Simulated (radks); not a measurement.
Problem. These are the eigenvalues of the occupied orbitals of an atom or ion with whole-number occupations (eV). Calculated with a radial shooting solver on a logarithmic mesh with Libxc functionals: scalar-relativistic Kohn-Sham, r2SCAN, spin-unpolarised, spherical densities, finite nucleus; meta-GGA in the generalised Kohn-Sham scheme; Fermi nuclear charge, rms radius of each element as measured or else 0.836 A^(1/3) + 0.57 fm.

orbital  eigenvalue
1s        -76203.87
2s        -13362.44
2p        -11608.17
3s        -3139.915
3p        -2624.588
3d        -2055.865
4s        -680.0539
4p        -510.3015
4d        -300.6221
5s        -105.2780
4f         -68.0334
5p         -61.6797
5d         -13.2930

Which element is it, and in what charge state? The configuration may be excited.

Solution. Z = 77, iridium, charge +1: Ir+ in [Xe] 4f14 5d8. The list shows which subshells hold electrons but not how many an open one holds; the 1s level, -2800.4 hartree, gives Z - s = 74.8 by -(Z - s)^2/2, which with screening and relativity narrows Z to a few neighbours, and the depths of the outer levels then fix element, charge and occupations together.
